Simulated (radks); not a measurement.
These are the eigenvalues of the occupied orbitals of an atom or ion with whole-number occupations (hartree). All-electron calculation, non-relativistic Kohn-Sham, Slater X-alpha with alpha = 1.003, spin-polarised, spherical densities, point nucleus. Program: a radial shooting solver on a logarithmic mesh with Libxc functionals.

1s: -182.5499
2s: -22.46220
2p: -19.33909
3s: -4.47205
3p: -3.59345

Which element is it, and in what charge state? The configuration may be excited. Open shells, if any, are filled with parallel spins first.

Answer. Z = 22, titanium, charge +4: Ti4+ in [Ar]. The list shows which subshells hold electrons but not how many an open one holds; the 1s level, -182.55 hartree, gives Z - s = 19.1 by -(Z - s)^2/2, which with screening narrows Z to a few neighbours, and the depths of the outer levels then fix element, charge and occupations together.
